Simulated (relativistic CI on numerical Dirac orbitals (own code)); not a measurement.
**Zr³⁺: L2,3 absorption edge**

Computed with this model: Dirac-Coulomb-Breit CI, KLI orbitals optimised for each configuration, model QED, valence Slater integrals scaled by 0.9, multiplet model of core-to-valence dipole absorption; configurations [Kr] 4d → [He] 2s2 2p5 3s2 3p6 3d10 4s2 4p6 4d2; 300 K; Lorentzian 0.96 eV and Gaussian 0.5 eV FWHM. Energies are those of the free ion, without screening or charge transfer. The branching ratio is the share of the lower-energy edge in the whole absorption, uncertain by about 0.02 where the edges overlap. S is read from ⟨S²⟩ = S(S + 1).

Field parameters in Wybourne normalisation: D3d B²₀ = −7Dσ, B⁴₀ = −14Dq − 21Dτ, B⁴₃ = −14√(10/7) Dq; D4h B²₀ = −7Ds, B⁴₀ = 21(Dq − Dt), B⁴₄ = 21√(5/14) Dq; Oh B⁴₀ = 21Dq, B⁴₄ = √(5/14) B⁴₀; Td as Oh with Dq negative (B⁴₀ = 21Dq, B⁴₄ = √(5/14) B⁴₀). The field is a parameter set, without covalency.

Peaks in eV (height, largest 100): 2227.9 (100), 2310.0 (16), 2311.4 (38), 2311.9 (38).

Which surroundings give this spectrum?
A. Oh, 10Dq = 13200 cm⁻¹
B. Td, 10Dq = -16700 cm⁻¹
C. free ion
D. Td, 10Dq = -11250 cm⁻¹

D. Td, 10Dq = -11250 cm⁻¹, where the ground state has S = 0.50.
